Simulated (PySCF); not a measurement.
Excitation energy of Si by level of theory

Si [Ne] 3s2 3p2 (3P) → Si [Ne] 3s1 3p2 3d1 (high-spin determinant), as a difference of total energies. All numbers are calculated (PySCF 2.14, scalar relativity by spin-free X2C-1e, in dyall-av3z (19s12p3d2f, 84 functions)). Correlated levels: valence: [Ne] frozen; virtual orbitals above 40 to 60 times the deepest correlated orbital energy dropped. The calculations carry no spin-orbit coupling.

```json
{"method": "UHF", "excitation energy (cm⁻¹)": "82574"}
{"method": "LDA", "excitation energy (cm⁻¹)": "91999"}
{"method": "PBE", "excitation energy (cm⁻¹)": "90924"}
{"method": "PBE0", "excitation energy (cm⁻¹)": "91185"}
{"method": "r2SCAN", "excitation energy (cm⁻¹)": "89301"}
{"method": "TPSSh", "excitation energy (cm⁻¹)": "91707"}
{"method": "LC-wPBE", "excitation energy (cm⁻¹)": "93396"}
{"method": "HSE06", "excitation energy (cm⁻¹)": "91047"}
{"method": "B2PLYP", "excitation energy (cm⁻¹)": "94168"}
{"method": "MP2 (valence)", "excitation energy (cm⁻¹)": "91078"}
{"method": "SCS-MP2 (valence)", "excitation energy (cm⁻¹)": "94404"}
```

The upper state lies above the first ionisation limit, but in LS coupling its spin forbids autoionisation to the ground ion.

The promoted electron is Rydberg-like, and one or two diffuse shells describe it only roughly, which tends to raise the upper state.

The determinant of the upper state mixes LS terms, which raises its energy above the lowest term, most at the Hartree-Fock and MP2 levels.
